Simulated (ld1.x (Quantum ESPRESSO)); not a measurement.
## Configuration tests for promethium (Pm) (TM semilocal)

promethium (Pm), norm-conserving Troullier–Martins (semilocal form), made with ld1.x (Quantum ESPRESSO) 7.5 (PBEsol, scalar-relativistic). Core [Kr] 4d10, reference 4f5 5s2 5p6 5d0 6s2 6p0. Waves: 5s (bound): rc 1.75 bohr; 5p (bound): rc 1.90 bohr; 4f (bound): rc 0.95 bohr; 5d (bound, empty): rc 3.35 bohr. Local part: the d channel. Core correction: none.

Occupied shells without a wave of their own: 6s. They enter only through the test configuration that unscreens the potential.

Energies are relative to the spin-unpolarised reference configuration 4f5 5s2 5p6 5d0 6s2 6p0; without spin polarisation the order of configurations can differ from experiment.

| valence configuration | charge | ΔE all-electron (eV) | error AE − PS (meV) |
| --- | --- | --- | --- |
| 4f5 5s2 5p6 5d0 6s0 6p0 | +2 | 16.732 | -440 |
| 4f4 5s2 5p6 5d0 6s0 6p0 | +3 | 39.968 | -771 |
| 4f5 5s2 5p6 5d1 6s0 6p0 | +1 | 7.089 | -288 |
| 4f5 5s1 5p6 5d0 6s2 6p0 | +1 | 47.260 | +11 |
| 4f4 5s2 5p6 5d1 6s1 6p0 | +1 | 8.844 | -305 |
| 4f5 5s2 5p6 5d0 6s1.5 6p0 | +0.5 | 2.351 | -70 |

What are ΔE and the potential's error for 4f5 5s2 5p6 5d0 6s1 6p0?

ΔE = 5.891 eV all-electron; the error (AE − PS) is -162 meV.

Levels in the configuration 4f4 5s2 5p6 5d0 6s0 6p0:

```
level  all-electron (eV)  pseudo (eV)
   4f            -31.704      -32.176
   5s            -69.322      -69.593
   5p            -49.069      -49.257
```

These tests converged, but a pseudo level misses the all-electron one widely, so the file describes the atom poorly there or has found another state: 4f5 5s2 5p6 5d0 6s0 6p0: empty 6p by 6.7 eV; 4f5 5s1 5p6 5d0 6s2 6p0: empty 6p by 4.4 eV; 4f4 5s2 5p6 5d1 6s1 6p0: empty 6p by 3.9 eV. ld1.x printed “convergence not achieved” for 7 of the counted tests; their residual had stalled under 1e-8, short of the target of 1e-14. The 6s level has no wave, so the channel is fitted at the deeper level alone: the likely source of the large errors.
